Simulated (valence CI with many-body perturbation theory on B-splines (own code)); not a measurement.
**Mo10+: fill in the table**

Method: relativistic CI+MBPT: four valence electrons over a frozen Dirac-Fock core [Ar] 3d10, radial functions for each j: 11 s, 11 p, 9 d, 7 f, 5 g, 2 h, 1 i, with the one-electron correlation potential Σ1, the two-electron term Σ2, the three-electron term Σ3, Breit, model QED; selected CI, second order for the rest, scaled by the run's own slope (own B-spline code, finite nucleus).

No measured levels were compared; by estimate levels hold to about 250 cm⁻¹ or 0.2 % of their energy and the worst to 1 %, as in measured heavy ions of charge 2 to 7; those with d or f electrons hold less well.

| Level | E (cm⁻¹) |
| --- | --- |
| 4s²4p² ³P_0 | 0 |
| 4s²4p² ³P_1 | 17617 |
| 4s²4p² ³P_2 | 27155 |
| 4s²4p² ¹D_2 | 54777 |
| 4s²4p² ¹S_0 | 84950 |
| 4s4p³ ⁵S°_2 | 200940 |
| 4s4p³ ³D°_1 | 250280 |
| 4s4p³ ³D°_2 | 251300 |
| 4s4p³ ³D°_3 | ? |
| 4s4p³ ³P°_0 | ? |
| 4s4p³ ³P°_1 | 286430 |
| 4s4p³ ³P°_2 | 289390 |
| 4s4p³ ¹D°_2 | ? |
| 4s4p³ ³S°_1 | ? |
| 4s4p³ ¹P°_1 | ? |
| 4s²4p4d ³F°_2 | 381860 |
| 4s²4p4d ³F°_3 | ? |
| 4s²4p4d ³F°_4 | 409310 |
| 4s²4p4d ³P°_2 | 415650 |
| 4s²4p4d ³D°_1 | 425080 |

Names give the largest LS component (configuration and term), which can be under half, so a name can repeat, a term be missing and a line seem to break the LS rules; names also repeat where a configuration has a term twice.

Problem. The levels stand in rising order. What does the calculation give for the missing energies?

Solution. 4s4p³ ³D°_3 258290; 4s4p³ ³P°_0 283940; 4s4p³ ¹D°_2 320090; 4s4p³ ³S°_1 334950; 4s4p³ ¹P°_1 365430; 4s²4p4d ³F°_3 392630.
